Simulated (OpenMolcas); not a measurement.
A run on Br⁺.

```
Program             : OpenMolcas
Method              : SS-RASPT2, IPEA 0.25 Eh, imaginary shift 0.1 Eh (closed shells correlated: 3d 4s)
Basis               : ANO-R3 [7s6p5d4f2g]
Scalar Hamiltonian  : X2C, finite nucleus
Active space        : 4 electrons in 9 orbitals (RAS2 4p; RAS3 4d 5s, at most 1 electron)
State averaging     : 2S+1 = 3 even, 3 roots; 2S+1 = 1 even, 6 roots; 2S+1 = 5 odd, 6 roots; 2S+1 = 3 odd, 48 roots; 2S+1 = 1 odd, 33 roots
Spin-orbit coupling : RASSI with atomic mean-field integrals over the reference wave functions, term energies averaged over their components
```

First CASPT2 step and the start of its output:

```
&CASPT2
Multistate=3 1 2 3
Frozen=3 6
IPEA=0.25
Imaginary=0.1
MaxIter=60
WThr=0.0 0.3 0.05
PrWF=0.5
NoMix
```

```
--- CASPT2 ---
Orbital specifications:
      -----------------------

      Symmetry species                           1   2
                                                ag  au
      Frozen orbitals                            3   6
      Inactive orbitals                          6   0
      Active orbitals                            6   3
      Secondary orbitals                        35  37
      Deleted orbitals                           0   0
      Number of basis functions                 50  46
Type of calculation                        MS-CASPT2
      Fock operator                              state-specific
      IPEA shift                                 0.25
      Real shift                                 0.00
      Imaginary shift                            0.10
      The input orbitals will be transformed to quasi-canonical
Reference energy:       -2604.0984532616
      E2 (Non-variational):      -0.6003266618
      Shift correction:          -0.0001335962
      E2 (Variational):          -0.6004602580
      Total energy:           -2604.6989135196
      Residual norm:              0.0000005999
      Reference weight:           0.94624
      Contributions to the CASPT2 correlation energy
      Active & Virtual Only:         -0.0235515119
      One Inactive Excited:          -0.1231667391
      Two Inactive Excited:          -0.4536084109
Reference energy:       -2604.0984532616
      E2 (Non-variational):      -0.6003266618
      Shift correction:          -0.0001335962
      E2 (Variational):          -0.6004602580
      Total energy:           -2604.6989135196
      Residual norm:              0.0000005999
      Reference weight:           0.94624
      Contributions to the CASPT2 correlation energy
      Active & Virtual Only:         -0.0235515119
...
```

Over all roots the printed reference weights run from 0.54 to 0.95, and roots that are degenerate in the reference spread by up to 260 cm-1.

Question: Did the run give usable levels, and if not, why?

Answer: No. The equations converged, but the reference weight falls to 0.54 for at least one root against 0.95 for the best. A drop of that size marks an intruder state, so the energies of such roots and the levels built on them can't be trusted.
